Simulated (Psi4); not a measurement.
**CH5NSSi (SMILES CS[Si]N): name the method**

CH5NSSi has 9 atoms, charge 0, and is taken as a singlet. As SMILES, `CS[Si]N`. The shape was relaxed beforehand at PBE0/def2-TZVP. This is one conformer, not always the lowest.

```xyz
9

C    -0.4962    0.4277   -1.8376
S     0.6963    0.4036   -0.4718
Si   -0.4759   -0.5724    1.0303
N     0.6842   -0.5708    2.2862
H    -0.6834    1.4593   -2.1323
H    -1.4368   -0.0348   -1.5329
H    -0.0847   -0.1214   -2.6834
H     1.6226   -0.2020    2.2557
H     0.4612   -0.9711    3.1832
```

Orbital energies are those of the mean-field step.

A calculation with Psi4 1.11 gave:

The total energy is -783.5653 Eh. The dipole moment is 0.74 D and the HOMO energy is -8.57 eV. The LUMO energy is 0.78 eV and the HOMO–LUMO gap is 9.35 eV.

**Question.** Which of these levels gave the numbers?
A. PBE-D4/def2-TZVPP (density fitting)
B. CCSD(T)/def2-TZVPP (density fitting, density fitting for correlation)
C. PBE0-D4/def2-TZVPP (density fitting)
D. wB97M-V/def2-TZVPP (density fitting)

**Answer.** D. The others give -783.2809 Eh (PBE0-D4/def2-TZVPP (density fitting)), -782.5336 Eh (CCSD(T)/def2-TZVPP (density fitting, density fitting for correlation)), -783.2154 Eh (PBE-D4/def2-TZVPP (density fitting)).
